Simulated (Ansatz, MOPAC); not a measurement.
Diatomic HfO+, multiplicity 2 (lowest of 2S+1 = 2, 4, 6, 8 at CCSD(T)/def2-TZVPP on PBE0 minima; our sources give no spin for the ground state, which may be another). No spin–orbit coupling.

Constants: fifth-degree fit in 1/R to seven points, most abundant isotopes. Runs in def2 and cc sets follow the lowest solution found near the PBE0 minimum.

Correlated levels freeze the inner cores; with def2 sets outer-core shells near the valence are correlated too. The state that PM6 reach isn't checked.

Run with Ansatz (a quantum-chemistry and plane-wave program) with Gaussian orbitals; MOPAC for PM6 (differences of heats of formation).  In def2 rows elements past Kr take small-core potentials, without spin–orbit coupling.

```csv
level,r_e (Å),ω_e (cm⁻¹),ω_e x_e (cm⁻¹)
PM6,1.684,958,1.4
SVWN5/def2-TZVPP,1.696,1027,3.1
PBE/def2-TZVPP,1.708,[?],3.2
r2SCAN/def2-TZVPP,1.700,1027,3.1
PBE0/def2-TZVPP,1.688,1055,3.0
CAM-B3LYP/def2-TZVPP,1.690,1058,2.8
wB97M-V/def2-TZVPP,1.688,1063,2.8
B2PLYP/def2-TZVPP,[?],[?],3.2
```

**Question.** Some entries are withheld; supply them.

**Answer.** 
- B2PLYP/def2-TZVPP, r_e (Å): 1.715
- B2PLYP/def2-TZVPP, ω_e (cm⁻¹): 980
- PBE/def2-TZVPP, ω_e (cm⁻¹): 1001
